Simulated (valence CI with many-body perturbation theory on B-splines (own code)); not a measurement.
## Sensitivity of CI+MBPT for Er63+

Calculated by valence CI with perturbative core correlation (CI+MBPT): three valence electrons over a frozen Dirac-Fock core [He], a basis of 6 s, 6 p, 5 d, 3 f, 1 g functions for each j, with the one-electron correlation potential Σ1 (screened to all orders), the two-electron term Σ2, the three-electron term Σ3, Breit, model QED; selected single and double excitations, second order for the rest (own B-spline code, finite nucleus).

The last digits are not significant, and no measured levels were compared; by estimate large intervals hold to a few tenths of a per cent, small ones and those within an open d or f shell to about a per cent.

The reference run has the lowest level (2s^2 2p1/2) J=1/2 and an ionisation energy of 15505.6 eV. Its largest variational space holds 3447 state functions.

Levels are named by their leading jj configuration (3d3/2^4 stands for four electrons in 3d with j = 3/2), which in mixed levels can hold well under half, so a name can repeat and another be missing. Letters in brackets count levels of one name in rising energy.

Changed runs:
A. scale of Σ1 1 → 0; QED terms on → off
B. scale of Σ1 1 → 0; scale of Σ2 1 → 0; three-electron term on → off
C. lowest core n in screening and Σ2 1 → 2
D. size limit of the variational space 10000 → 300; second order for the rest on → off (bad on purpose)

Excitation energies of the reference run in cm⁻¹, and shifts in cm⁻¹:

| Level | Reference | A | B | D |
| --- | --- | --- | --- | --- |
| (2s 2p1/2^2) J=1/2 | 1895120 | +112645 | +3801 | +61 |
| (2s^2 2p3/2) J=3/2 | 8040390 | -10912 | -1246 | +1363 |
| (2s 2p1/2 2p3/2) J=3/2 [a] | 9368510 | +99461 | +1563 | +658 |
| (2s 2p1/2 2p3/2) J=5/2 | 9680110 | +99539 | +2094 | +1195 |
| (2s 2p1/2 2p3/2) J=1/2 | 10201900 | +100053 | +4152 | +1496 |
| (2s 2p1/2 2p3/2) J=3/2 [b] | 10217800 | +99909 | +3497 | +2650 |
| (2p1/2^2 2p3/2) J=3/2 | 12196400 | +210017 | +7745 | +3167 |
| (2s 2p3/2^2) J=5/2 | 17553300 | +86427 | +399 | +415 |
| (2s 2p3/2^2) J=1/2 | 18344400 | +86708 | +966 | +1996 |
| (2s 2p3/2^2) J=3/2 | 18350800 | +86970 | +2578 | +2887 |
| (2p1/2 2p3/2^2) J=3/2 | 19882800 | +199686 | +6114 | +3822 |
| (2p1/2 2p3/2^2) J=5/2 | 20062700 | +199677 | +5739 | +1151 |
| Ionisation energy (eV) | 15505.6 | -0.04 | -0.35 | -0.24 |

Run C: It gave no result: the setting left no core shell for the response of the core. The program said: "need at least one array to concatenate".
